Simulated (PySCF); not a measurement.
System: CH₅GeS (charge 0, doublet). It need not be the lowest isomer of its formula. 
Coordinates optimised at B3LYP-D3(BJ)/def2-TZVP (Ansatz):
SMILES: C[S][GeH2]
```xyz
8

C     -2.0502    -0.6264    -0.4521
S     -0.9899     0.2191     0.7736
Ge     1.0073     0.0347    -0.2015
H     -1.9498    -0.1679    -1.4339
H     -1.8067    -1.6853    -0.5080
H     -3.0766    -0.5162    -0.1075
H      0.8427     0.4372    -1.6988
H      1.8968     1.0744     0.5306
```
Charge 0, spin multiplicity 2.

Dispersion corrections to the total energy (kcal/mol) from the dftd3 and dftd4 libraries through PySCF: D3(BJ) without and D4 with the three-body term, each with the damping fitted for the functional named.

| functional | D3(BJ) | D4 |
|---|---|---|
| revPBE | -9.54 | -11.01 |
| BHLYP | ? | -5.06 |
| B3LYP | -7.24 | ? |
| TPSSh | -4.65 | -4.59 |
| B2PLYP | -3.59 | -2.62 |
| PBE | -3.88 | -3.78 |
| HF | ? | -13.23 |

### Question
Some entries are withheld; supply them.

### Answer

- BHLYP, D3(BJ): -6.08
- B3LYP, D4: -6.19
- HF, D3(BJ): -32.34
